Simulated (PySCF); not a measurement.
SMILES CB(C)CB(C)C, singlet, GFN2-xTB optimised geometry.

```
21

B     -1.21     1.74    -1.50
C     -2.60     1.31    -2.13
C     -0.16     2.51    -2.39
C     -0.89     1.37     0.00
B     -0.10     0.00     0.00
C     -0.88    -1.37    -0.03
C      1.48     0.00     0.00
H     -2.98     0.38    -1.72
H     -3.34     2.08    -1.91
H     -2.56     1.21    -3.22
H      0.38     1.78    -3.00
H      0.59     3.06    -1.82
H     -0.62     3.21    -3.09
H     -1.81     1.27     0.57
H     -0.28     2.15     0.46
H     -0.38    -2.15     0.54
H     -0.91    -1.73    -1.06
H     -1.91    -1.31     0.31
H      1.90     0.86    -0.52
H      1.91    -0.90    -0.42
H      1.83     0.06     1.03
```

Density from B3LYP/def2-SVP run with PySCF at that geometry.

Minimum of the electron density along straight lines between bonded atoms, close to the bond critical point (lines longer than 1.1 times the sum of covalent radii, or with two minima, are not listed):

| bond | length / Å | ρ at the minimum / e bohr⁻³ | ∇²ρ there / e bohr⁻⁵ | position (fraction from the first atom) |
|---|---|---|---|---|
| B1–C2 | 1.579 | 0.180 | -0.14 | 0.32 |
| B1–C3 | 1.579 | 0.180 | -0.14 | 0.32 |
| B1–C4 | 1.580 | 0.174 | -0.14 | 0.33 |
| C4–B5 | 1.580 | 0.174 | -0.14 | 0.67 |
| B5–C6 | 1.579 | 0.180 | -0.14 | 0.32 |
| B5–C7 | 1.579 | 0.180 | -0.14 | 0.32 |
| C2–H8 | 1.088 | 0.272 | -0.97 | 0.62 |
| C2–H9 | 1.091 | 0.266 | -0.92 | 0.62 |
| C2–H10 | 1.088 | 0.272 | -0.97 | 0.62 |
| C3–H11 | 1.091 | 0.266 | -0.92 | 0.62 |
| C3–H12 | 1.087 | 0.273 | -0.97 | 0.62 |
| C3–H13 | 1.089 | 0.271 | -0.96 | 0.62 |
| C4–H14 | 1.090 | 0.268 | -0.92 | 0.61 |
| C4–H15 | 1.090 | 0.268 | -0.92 | 0.61 |
| C6–H16 | 1.089 | 0.271 | -0.96 | 0.62 |
| C6–H17 | 1.091 | 0.266 | -0.92 | 0.62 |
| C6–H18 | 1.087 | 0.273 | -0.97 | 0.62 |
| C7–H19 | 1.088 | 0.272 | -0.97 | 0.62 |
| C7–H20 | 1.088 | 0.272 | -0.97 | 0.62 |
| C7–H21 | 1.091 | 0.266 | -0.92 | 0.62 |
